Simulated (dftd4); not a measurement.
C2F2N, doublet, geometry from GFN2-xTB; D4 for wb97x (dftd4 4.2.0).

Input for dftd4:
```
$ dftd4 mol.xyz --func wb97x --charge 0 --json dftd4.json --noedisp --grad

# file mol.xyz
5

C      0.00264829    -0.06828774    -0.33519194
C     -0.00792577     0.20437077     1.00315867
F      1.10369101    -0.18963354    -1.05085347
F     -1.08703009    -0.23997814    -1.05790539
N     -0.01689762     0.43571527     2.13871848
```

What the program printed (banner, timings and long lists left out):

```
                    ____  _____ _____     ____  _  _
      -------------|  _ \|  ___|_   _|---|  _ \| || |------------
     |             | | | | |_    | | ___ | | | | || |_           |
     |             | |_| |  _|   | ||___|| |_| |__   _|          |
     |             |____/|_|     |_|     |____/   |_|            |
     |             ===================================           |
     |            E. Caldeweyher, S. Ehlert & S. Grimme          |
     |          Mulliken Center for Theoretical Chemistry        |
     |                    University of Bonn                     |
      -----------------------------------------------------------

Rational (Becke-Johnson) damping: wb97x-D4-ATM
---------------------
  s6         1.0000
  s8         0.5093
  s9         1.0000
  a1         0.0662
  a2         5.4487
 alp        16.0000
--------------------

Dispersion energy:      -5.3896691066188E-03 Eh

Gradient norm:           6.6072747364080E-04 Eh/a0
--------------------------------------------------
     #    Z           dE/dx      dE/dy      dE/dz
--------------------------------------------------
     1    6 C     1.887E-06 -4.867E-05 -2.389E-04
     2    6 C    -1.752E-06  4.517E-05  2.217E-04
     3    9 F     1.504E-04 -3.866E-05 -2.061E-04
     4    9 F    -1.471E-04 -4.550E-05 -2.070E-04
     5    7 N    -3.399E-06  8.764E-05  4.302E-04
--------------------------------------------------

Virial:
--------------------------------------------------
      component           x          y          z
--------------------------------------------------
          x       6.161E-04  9.109E-06 -2.277E-05
          y       9.109E-06  1.304E-04  6.384E-04
          z      -2.277E-05  6.384E-04  3.133E-03
--------------------------------------------------

[Info] Dispersion results written to 'dftd4.txt'
[Info] JSON dump of results written to 'dftd4.json'
```
